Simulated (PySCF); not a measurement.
Gas-phase reaction: 6 SnH2Cl2 ⇌ 4 SnH3Cl + 2 SnCl3 + Cl2

Computed with PySCF and rigid-rotor harmonic-oscillator thermochemistry at 1 bar. † marks an energy on the PBE0/def2-TZVP geometry and frequencies; other levels use their own. MP2 and CCSD(T) freeze the core. Open shells (unrestricted): SnCl3 (multiplicity 2); the rest are closed-shell singlets. Sn: scalar-relativistic def2 core potential, no spin-orbit coupling. SnH2Cl2, SnH3Cl, SnCl3: computed as isolated molecules; such fragments, hydroxides, amides, oligomers or adducts are transient or little studied in the gas. MP2 isn't extrapolated to the basis-set limit; its ΔH°(298 K) is 530.6 kJ in def2-SVP and 525.2 kJ in def2-TZVPP. CCSD(T) isn't extrapolated to the basis-set limit. The harmonic model lacks anharmonicity and excited electronic states, which grow with temperature; levels with a mode under 35 cm⁻¹ are left out. Soft modes under 120 cm⁻¹ make the harmonic entropy rough for SnH2Cl2, SnCl3.

ΔH° and ΔS° at 298 K: CCSD(T)/def2-SVP† 503 kJ, 142 J/K; MP2/def2-TZVPP† 525 kJ, 142 J/K; PBE/def2-TZVP† 428 kJ, 142 J/K; PBE0/def2-SVP† 480 kJ, 142 J/K; PBE0/def2-TZVP 468 kJ, 142 J/K.

Q: With the heat capacities included, give log10 K (1 bar) at 600, 800, 1200, 1400, 2000 K from CCSD(T)/def2-SVP†, MP2/def2-TZVPP†, PBE/def2-TZVP†, PBE0/def2-SVP†, PBE0/def2-TZVP.

A: 
```csv
T (K),CCSD(T)/def2-SVP†,MP2/def2-TZVPP†,PBE/def2-TZVP†,PBE0/def2-SVP†,PBE0/def2-TZVP
600,-36.5,-38.4,-29.9,-34.5,-33.4
800,-25.6,-27.1,-20.7,-24.1,-23.3
1200,-14.8,-15.8,-11.6,-13.8,-13.3
1400,-11.8,-12.6,-9.0,-10.9,-10.5
2000,-6.3,-6.9,-4.3,-5.7,-5.4
```
